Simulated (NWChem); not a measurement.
SiH₄S₂O; SMILES O[SiH](S)S

```xyz
8

Si    -0.4233    -0.0086    -0.4090
O     -1.8386    -0.3103     0.4057
S      0.6277     1.7596     0.1878
S      0.8618    -1.6224     0.1080
H     -0.7044     0.1315    -1.8675
H     -2.5675     0.2999     0.2538
H      0.2427     2.4639    -0.8992
H     -0.1673    -2.4866     0.2600
```
Atoms are numbered in this order, from 1.

Computed with NWChem. The geometry was optimised at PBE0/def2-SVP. Total energies compare along this basis series because the functional is fixed.

```
level             basis functions  energy (Ha)  highest occupied level (eV)  orbital gap (eV)  dipole (D)  relative time
----------------  ---------------  -----------  ---------------------------  ----------------  ----------  -------------
TPSS/pcseg-1                   88   -1163.6223                        -6.60              5.98        3.15              3
TPSS/aug-pcseg-1              140   -1163.6376                        -6.60              5.55        2.49             10
TPSS/pcseg-2                  188   -1163.7810                        -6.60              5.77        2.69             10
TPSS/STO-3G                    36   -1150.3683                        -2.35              6.85        2.44              1
TPSS/def2-SVP                  88   -1163.2812                        -6.38              6.19        2.88              3
```

Times are rough ratios from one shared machine.
